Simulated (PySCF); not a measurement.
# What a mistake does to a calculation on BCClGeH4

All numbers below are calculated, not measured. The program is PySCF 2.14.0, an open-source quantum chemistry code, run on an isolated molecule that a program drew, which may never have been made. The molecule is BCClGeH4 (charge 0, singlet), drawn as the SMILES string `[CH2]=[GeH][BH]Cl`.

Each row is a Hartree-Fock (HF) and frozen-core CCSD(T) single point in the cc-pV(D+d)Z basis, meant for a local HF minimum. Run 1 is clean. Each other run has one planted mistake out of seven kinds, and not every kind appears here: one electron removed, one electron added, multiplicity raised by two, geometry at a saddle point, minimal basis STO-3G, one bond length entered in bohr, all coordinates scaled. The reference is restricted for singlets and unrestricted otherwise, and also for a bond in bohr. Adding or removing an electron swaps singlet and doublet. Electrons count all cores. HOMO and LUMO are orbital energies over both spins, the gradient is its largest component, and the lowest frequency (negative if imaginary) is given only where the gradient is small. Bond lengths are over the 7 bonds as drawn. T1 is the CCSD diagnostic: over 0.02 (restricted) or 0.045 (unrestricted) a single reference is doubtful. Germanium has the cc-pVDZ-PP basis, with a core potential (ECP10MDF) in place of its 10 inner electrons, and its 3s, 3p and 3d shells are frozen in CCSD(T).

Geometry of the clean run:
```xyz
8
BCClGeH4, angstrom
C     0.8163   -2.1739    0.1957
Ge    0.1928   -0.5899    0.6820
B     0.8233    1.1542   -0.2117
Cl    2.0174    1.1038   -1.5016
H     0.4938   -3.0995    0.6569
H     1.5534   -2.2638   -0.5933
H    -0.8431   -0.5014    1.7953
H     0.4145    2.2295    0.1028
```

| run | electrons | basis functions | <S^2> | HOMO (eV) | LUMO (eV) | gradient (hartree/bohr) | lowest frequency (cm^-1) | mean bond (Å) | longest bond (Å) | T1 | HF (hartree) | CCSD(T) (hartree) | mistake |
|---|---|---|---|---|---|---|---|---|---|---|---|---|---|
| 1 | 64 | 94 | 0.000 | -8.31 | 0.63 | 2.0e-05 | 94 | 1.4957 | 2.059 | 0.0160 | -817.72961 | -818.25100 | no fault |
| 2 | 65 | 94 | 0.948 | -1.06 | 7.50 | 6.4e-02 | - | 1.4957 | 2.059 | 0.0299 | -817.74107 | -818.26477 | one electron added |
| 3 | 64 | 94 | 2.020 | -6.78 | -0.06 | 1.1e-01 | - | 1.4957 | 2.059 | 0.0158 | -817.69751 | -818.17769 | multiplicity raised by two |
| 4 | 64 | 94 | 1.748 | -8.28 | 0.46 | 2.0e-02 | - | 1.7207 | 3.345 | 0.0289 | -817.60794 | -818.07259 | one bond length entered in bohr |
| 5 | 64 | 94 | 0.000 | -8.39 | 0.71 | 1.3e-02 | - | 1.4703 | 2.024 | 0.0156 | -817.72719 | -818.24585 | ? |

**Which mistake was planted in run 5, and what did it cost?**

The mean and the longest bond both change by the same factor, 0.983, and the gradient is no longer small. So the mistake is: all coordinates scaled. Subtracting run 1 and multiplying by 627.51 kcal/mol a hartree, the energy moved by 1.5 kcal/mol in HF and 3.2 kcal/mol in CCSD(T).

